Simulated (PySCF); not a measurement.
## Relaxation of singlet TaO₂(OH)

Level of theory: PySCF, PBE, basis Ta def2-SVP with ECP60, O def2-SVP, H def2-SVP (scalar-relativistic core potentials, no spin–orbit coupling, density fitting). A (50,194) grid was used.

A hand-made trigonal pyramidal (heavy-atom frame) start, with no symmetry imposed:

```xyz
5
charge 0 multiplicity 1, angstrom
Ta    0.0160    0.0213   -0.1933
O     1.6318    0.0213    0.6658
O    -0.7919    1.4206    0.6658
O    -0.9067   -1.5768    0.7879
H    -1.8160   -1.6810    1.0776
```

(1) What does it relax to?

(2) How much energy is released, and in how many steps?

## Answers

(1) It ends at C1 with O–H 0.972 Å, Ta–O 1.755 Å, Ta–O 1.757 Å, Ta–O 1.925 Å; H–O–Ta 129.5°, O–Ta–O 104.7°, O–Ta–O 106.3° (×2) (after a last refinement on a finer grid). A frequency run shows a minimum. Other isomers or separated fragments may lie lower.

(2) 76.6 kJ/mol in 15 steps.

No spin–orbit coupling is included, which matters more the heavier the element.
